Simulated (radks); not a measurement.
Values are calculated unless marked as measured or tabulated.
Problem. Valence configurations of neutral aluminium (all share [Ne]). Level of theory: non-relativistic Kohn-Sham, LDA (Slater exchange, Perdew-Wang correlation), spin-polarised, spherical densities, point nucleus; open shells are filled with parallel spins first (a radial shooting solver on a logarithmic mesh with Libxc functionals). Order these by energy: 3s1.5 3p1.5; 3s0.5 3p2.5; 3p3; 3s1 3p2; 3s2 3p1.

Solution. From the lowest, in eV above it: 3s2 3p1 0.000; 3s1.5 3p1.5 2.018; 3s1 3p2 3.612; 3s0.5 3p2.5 6.293; 3p3 9.008. NIST lists [Ne] 3s2 3p1 as the ground configuration; this level of theory agrees among the configurations tried. The energies are those of spherical high-spin densities, not of single terms.
